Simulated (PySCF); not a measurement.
Cartesian coordinates in Å; atom numbers follow the order of the lines, from 1:
```xyz
20

Si    3.2555    0.4279   -0.3402
C     1.8786   -0.6420    0.3616
Si    0.2507   -0.5464   -0.5719
C    -0.4843    1.1974   -0.5933
C    -2.0217    1.0827   -0.6009
Si   -2.4966   -0.4004    0.4734
N    -1.0643   -1.3672    0.2325
H     4.5099    0.2951    0.4639
H     3.5606    0.0353   -1.7510
H     2.8491    1.8682   -0.3379
H     1.6975   -0.3485    1.4104
H     2.2295   -1.6890    0.3748
H     0.5007   -1.0827   -1.9519
H    -0.1101    1.8088   -1.4305
H    -0.1433    1.7002    0.3295
H    -2.3795    0.8666   -1.6225
H    -2.5141    2.0184   -0.2903
H    -2.7194   -0.0277    1.9105
H    -3.7454   -1.0874    0.0119
H    -1.0014   -2.3331    0.5335
```

Geometry: PBE0-D3(BJ)/def2-SVP; GIAO absolute shieldings from PySCF, gas phase, non-relativistic, averaged over equivalent atoms.

At PBE0/pcSseg-1 (205 basis functions, 25 s wall time on 1 thread of an Intel Xeon 6975P-C, shared host):
```
    atoms  σ (ppm)
      Si3    349.9
      Si6    373.0
      Si1    425.5
       C4    175.2
       C5    177.8
       C2    189.1
       N7    242.8
      H13    26.33
      H19    26.39
      H18    26.43
H8/H9/H10    27.37
      H14    30.12
      H17    30.19
      H16    30.32
      H15    30.73
      H12    31.10
      H20    31.29
      H11    31.53
```

Problem. Predict the values at WP04/pcSseg-1 on the same geometry.

Solution. 
```
    atoms  σ at WP04/pcSseg-1  change
      Si3               344.0    -5.9
      Si6               365.5    -7.5
      Si1               403.3   -22.2
       C4               161.9   -13.3
       C5               163.7   -14.1
       C2               176.8   -12.3
       N7               233.7    -9.1
      H13               27.32   +0.99
      H19               27.43   +1.04
      H18               27.44   +1.01
H8/H9/H10               28.27   +0.90
      H14               30.59   +0.47
      H17               30.64   +0.45
      H16               30.78   +0.46
      H15               31.09   +0.36
      H12               31.51   +0.41
      H20               31.65   +0.36
      H11               31.84   +0.31
```

The largest change is at Si1 (silicon bonded to C, 3 H). Cost: 205 basis functions, 24 s wall time on 1 thread of an Intel Xeon 6975P-C, shared host. The order of the carbon signals is the same at both levels.
